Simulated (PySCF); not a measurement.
# The third ionisation energy along the 5d series

Calculated with PySCF 2.14 from differences of total energies of unrestricted determinants, without spin-orbit coupling. Values in eV. The last column holds reference values (NIST; (s) semi-empirical, (t) theoretical, else measured). Unmarked ones compare directly (S terms, centres of terms, or small fine structure); those marked * lie between the lowest fine-structure levels and include a spin-orbit shift.

| element | configurations | MP2 (valence and next inner shell) | LDA | PBE0 | r2SCAN | MP2 (valence) | SCS-MP2 (valence) | reference |
| --- | --- | --- | --- | --- | --- | --- | --- | --- |
| Hf (aug-cc-pwCVTZ-PP with ECP60MDF, ECP) | [Xe] 4f14 5d2 → [Xe] 4f14 5d1 | 22.067 | 22.576 | 22.504 | 22.483 | 21.644 | 21.577 | 22.55 ± 0.04 (t) * |
| Ta (aug-cc-pwCVTZ-PP with ECP60MDF, ECP) | [Xe] 4f14 5d3 → [Xe] 4f14 5d2 | 23.879 | 24.487 | 24.264 | 24.265 | 23.430 | 23.227 | 23.1 ± 1.6 (t) * |
| W (aug-cc-pwCVTZ-PP with ECP60MDF, ECP) | [Xe] 4f14 5d4 → [Xe] 4f14 5d3 | 25.694 | 26.299 | 25.946 | 25.840 | 25.256 | 24.918 | 26 ± 0.4 (s) * |
| Re (aug-cc-pwCVTZ-PP with ECP60MDF, ECP) | [Xe] 4f14 5d5 → [Xe] 4f14 5d4 | 28.157 | 28.562 | 28.317 | 28.355 | 27.843 | 27.441 | 27 ± 1.6 (t) * |
| Os (aug-cc-pwCVTZ-PP with ECP60MDF, ECP) | [Xe] 4f14 5d6 → [Xe] 4f14 5d5 | 26.302 | 27.162 | 26.721 | 26.430 | 26.192 | 26.448 | 25 ± 1.6 (t) * |
| Ir (aug-cc-pwCVTZ-PP with ECP60MDF, ECP) | [Xe] 4f14 5d7 → [Xe] 4f14 5d6 | 28.788 | 29.490 | 29.112 | 28.961 | 28.804 | 28.983 | 28 ± 1.6 (t) * |
| Pt (aug-cc-pwCVTZ-PP with ECP60MDF, ECP) | [Xe] 4f14 5d8 → [Xe] 4f14 5d7 | 30.741 | 31.427 | 30.915 | 30.846 | 30.722 | 30.763 | 29 ± 1.6 (t) * |
| Au (aug-cc-pwCVTZ-PP with ECP60MDF, ECP) | [Xe] 4f14 5d9 → [Xe] 4f14 5d8 | 32.679 | 33.288 | 32.664 | 32.473 | 32.660 | 32.558 | 30 ± 1.6 (t) * |
| Hg (aug-cc-pwCVTZ-PP with ECP60MDF, ECP) | [Xe] 4f14 5d10 → [Xe] 4f14 5d9 | 35.273 | 35.632 | 35.134 | 35.115 | 35.381 | 35.207 | 34.49 ± 0.05 * |

"Valence" correlates the outer s and p shells and, in groups 3 to 12 and the f block, the outer d or f shell, open or full, or the next shell where the ion has no valence electron left; the wider scheme adds the next inner shell.
